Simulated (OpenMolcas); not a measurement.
An atom or ion with 38 electrons was computed by XMS-CASPT2, IPEA 0.25 Eh, imaginary shift 0.1 Eh with spin-orbit coupling (OpenMolcas, ANO-RCC-VTZP, DKH2). The lowest levels that the run gave, each within 12 % of the measured value where one is at hand:

```json
{"J": "2", "Parity": "even", "E (cm⁻¹)": "0.0", "g": "0.671"}
{"J": "3", "Parity": "even", "E (cm⁻¹)": "1526", "g": "1.084"}
{"J": "4", "Parity": "even", "E (cm⁻¹)": "3260", "g": "1.250"}
{"J": "2", "Parity": "even", "E (cm⁻¹)": "10430", "g": "1.084"}
{"J": "0", "Parity": "even", "E (cm⁻¹)": "11680", "g": ""}
{"J": "1", "Parity": "even", "E (cm⁻¹)": "12290", "g": "1.501"}
{"J": "2", "Parity": "even", "E (cm⁻¹)": "13770", "g": "1.412"}
{"J": "4", "Parity": "even", "E (cm⁻¹)": "16960", "g": "1.001"}
{"J": "0", "Parity": "even", "E (cm⁻¹)": "39000", "g": ""}
```

Task: Which ion is it, and what are the configurations and terms?

Result: Mo V (Z = 42, charge +4; active space 2 electrons in 10 orbitals (4d 5d)). J, parity and g give the terms where levels are pure, and mixed ones are named by the computed weights; the size of the splittings, set against known spectra of the 38-electron sequence, gives the charge. In order, with the measured energies in cm⁻¹ (Sugar and Musgrove, J. Phys. Chem. Ref. Data 17, 155 (1988)): 4d² ³F₂, 4d² ³F₃ (1578), 4d² ³F₄ (3357), 4d² ¹D₂ (10190), 4d² ³P₀ (11161), 4d² ³P₁ (11807), 4d² ³P₂ (13408), 4d² ¹G₄ (16354), 4d² ¹S₀ (37738).

CASPT2 breaks the degeneracy within a term, and the mean is taken; among the terms shown or strongly mixed into the levels shown the widest spread is 1100 cm-1 (4d² ¹G). Active for correlation alone: 5d; no level in the range computed is led by a configuration that fills it, so any true level of that kind is missing. Measured partners are found by configuration, term and J. A level has none where our copy of the source lacks it or the pairing is in doubt (some pairs that miss far off the trend of their configuration count as doubtful), and it then counts in no deviation. Only configurations of the active space appear.
